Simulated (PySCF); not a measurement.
Species: C₅H₈O₂.
SMILES with atom numbers: `[CH3:1][O:2]/[CH:3]=[CH:4]\[CH2:5][CH:6]=[O:7]` (hydrogens: H8, H9, H10 on C1; H11 on C3; H12 on C4; H13, H14 on C5; H15 on C6)

Method: PBE0-D3(BJ)/def2-SVP geometry optimisation, gas phase (PySCF 2.14.0).

Problem. List the bond lengths, angles and torsions at this level.

Solution. 
```tsv
bond	length (Å)
C1–O2	1.403
O2–C3	1.347
C3=C4	1.339
C4–C5	1.498
C5–C6	1.512
C6=O7	1.200
C1–H8, C1–H9, C1–H10	1.102
C3–H11	1.097
C4–H12	1.092
C5–H13, C5–H14	1.102
C6–H15	1.122
```

Bonds in one row agree within 0.01 Å and their mean is given. A selection of angles:
```tsv
angle	degrees
O2–C1–H8	107.3
O2–C1–H9	111.7
H8–C1–H9	108.7
C1–O2–C3	116.6
O2–C3–C4	122.0
O2–C3–H11	116.2
C4–C3–H11	121.8
C3–C4–C5	123.2
C3–C4–H12	117.7
C5–C4–H12	119.1
C4–C5–C6	111.0
C4–C5–H13	112.6
C4–C5–H14	109.1
C6–C5–H13	108.3
H13–C5–H14	108.9
C5–C6–O7	125.2
C5–C6–H15	113.6
O7–C6–H15	121.2
```

Torsions: C1–O2–C3–C4 -171° (antiperiplanar); O2–C3–C4–C5 -1° (synperiplanar); C3–C4–C5–C6 -92° (anticlinal); C4–C5–C6–O7 -126° (anticlinal). The mirror-image conformer, all signs reversed, is as good.

Of the pairs four or more bonds apart, O2···H14 is among the closest relative to their van der Waals radii: 2.50 Å, 92 % of the sum of Bondi's values. The 3 C–O bonds span 1.200 Å (C6=O7, drawn double) to 1.403 Å (C1–O2, drawn single), a spread of 0.203 Å. The 3 C–C bonds span 1.339 Å (C3=C4, drawn double) to 1.512 Å (C5–C6, drawn single), a spread of 0.173 Å.

Point group: C1 (no symmetry element, even within 0.4 Å). No frequency check. One conformer, not necessarily the lowest.
